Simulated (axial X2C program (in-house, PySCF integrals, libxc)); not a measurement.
## What spin–orbit coupling does to TiO⁺

All values were computed with an in-house relativistic program for diatomic molecules. Spin-free means the one-electron spin-free X2C Hamiltonian; two-component (2c) means X2C with spin–orbit coupling and atomic mean-field two-electron Coulomb and Gaunt terms, so the difference of the two also holds small scalar two-electron terms. Basis: Ti dyall-cv3z [10s10p6d4f2g], O dyall-av3z [7s6p3d2f] (cores contracted in-house); Gaussian nuclei, density fitting, unrestricted open shells. Masses: Ti 47.948 u, O 15.995 u.

Spin-free state: M_S = 1/2, Λ = 2 (beyond evenly filled blocks: δ+α); fragments Ti+ + O.

```tsv
level	Re (Å)	ωe (cm⁻¹)	De (eV)	μ (D)
PBE0	1.556	1147.9	6.475	-6.16
M06	1.559	1138.8	6.739	-6.27
```

Dipoles are positive if O is the positive end and refer to the centre of mass.

Within this multiplet, which Ω should lie lowest by the rule for regular and inverted multiplets?

The open δ shell holds one electron, so the multiplet is regular: Ω = Λ − 1/2 = 3/2. The PBE0 2c search agrees, though Ω = 5/2 of the search lies only 0.03 eV higher.

Two-component determinant lowest at the distance of the search:

Ω = 3/2 (⟨Sz⟩ = -0.50, ⟨Lz⟩ = 2.00 at PBE0); fragments Ti+ + O.

```
level  Re (Å)  ωe (cm⁻¹)  μ (D)
 PBE0   1.556     1147.7  -6.16
  M06   1.559     1138.6  -6.27
```

From the two tables, how do the constants change at the PBE0 level (2c against spin-free)?

At the PBE0 level Re is unchanged within 0.001 Å and ωe doesn't move by more than 0.2 cm⁻¹.

Occupations by symmetry block were frozen at the best pattern of an incomplete PBE0 search. De is counted from the lowest determinant-based energies of the atoms at the same level, without counterpoise correction. De is not given where an atomic determinant may have missed its ground term or J level, or where the truncated virtual space spoils (T). Density functionals use the spin component along the axis (collinear). The functionals have no current-density term, which raises determinants with orbital currents, atoms included. The determinant is spin-polarised beyond a pure state at some levels (its spin-free form has ⟨S²⟩ too high), which makes Re and μ there less reliable.
